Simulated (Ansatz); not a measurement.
Calculated with Ansatz (gas phase, PBE0-D4/def2-TZVP geometries, no zero-point term in ΔE). CCSD(T)/CBS is the MP2 limit (def2-TZVPP, def2-QZVPP) plus CCSD(T) − MP2 in def2-TZVPP, frozen cores. Functionals use def2-TZVPP. Each species was taken in one conformer, which may not be the lowest.

`B[SiH](C)BF` + `O=CB[SiH3]` → `O=CBF` + `B[SiH](C)B[SiH3]`  (redistribution)

| level | ΔE (eV) |
| --- | --- |
| PBE-D4 | 0.12 |
| B2PLYP | 0.01 |
| r2SCAN | 0.11 |
| HF/def2-TZVPP | -0.21 |
| CCSD/def2-TZVPP | -0.11 |
| HF/def2-QZVPP | -0.21 |
| MP2/def2-QZVPP | -0.04 |
| CCSD/CBS(def2) | -0.10 |

Q: What does CCSD(T)/CBS give? (An estimate is asked.)

A: Ansatz gave: -0.06 eV. The listed levels differ from it by 0.18, 0.07, 0.17, -0.15, -0.05, -0.15, 0.02, -0.04 eV.

Largest T1 diagnostic among the species: 0.021, so the coupled-cluster value is less sure than usual.

From PBE to PBE0 (25 % exact exchange), in def2-TZVPP and without D4, ΔE moves by −0.12 eV. In def2-TZVPP, CCSD(T) changes the Hartree–Fock value by +0.14 eV (the triples alone add +0.05 eV) and MP2 by +0.17 eV.
